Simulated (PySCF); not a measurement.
Te(OMe)(SeH) (CH₄OSeTe), SMILES CO[Te][SeH].

Geometry: PBE0-D3(BJ)/def2-SVP. The structure was generated by enumeration, and PubChem lists no compound with its InChIKey, so it may never have been made. The def2 effective core potentials stand for the cores of Te; spin–orbit coupling is left out. Other conformers were not sampled.

Calculation: TDA-PBE/def2-SVPD (PySCF 2.14.0).

Vertical excitations. The molecule is in vacuum.

| state | energy (eV) | λ (nm) | f | main pairs |
|---|---|---|---|---|
| S1 | 3.03 | 409 | 0.005 | HOMO→LUMO 98 % |
| S2 | 3.26 | 381 | 0.001 | HOMO→LUMO+1 98 % |
| S3 | 3.99 | 311 | 0.009 | HOMO−1→LUMO 91 % |
| S4 | 4.13 | 300 | 0.001 | HOMO−1→LUMO+1 51 %, HOMO−2→LUMO 41 % |
| S5 | 4.36 | 284 | 0.002 | HOMO−2→LUMO+1 66 %, HOMO→LUMO+2 33 % |
| S6 | 4.40 | 282 | 0.007 | HOMO→LUMO+2 58 %, HOMO−2→LUMO+1 30 % |
| S7 | 4.72 | 263 | 0.090 | HOMO−2→LUMO 36 %, HOMO−1→LUMO+1 30 %, HOMO−4→LUMO 10 %, HOMO−3→LUMO+1 7 % |
| S8 | 5.24 | 237 | 0.001 | HOMO−3→LUMO 98 % |
| S9 | 5.48 | 226 | 0.015 | HOMO−1→LUMO+2 97 % |
| S10 | 5.61 | 221 | 0.042 | HOMO→LUMO+3 95 % |
| T1 | 2.46 | 504 | 0 | HOMO→LUMO 73 %, HOMO→LUMO+1 27 % |
| T2 | 2.50 | 495 | 0 | HOMO→LUMO+1 73 %, HOMO→LUMO 27 % |
| T3 | 3.53 | 351 | 0 | HOMO−1→LUMO 91 % |
| T4 | 3.64 | 341 | 0 | HOMO−1→LUMO+1 91 % |
Triplets are in the Tamm–Dancoff approximation.
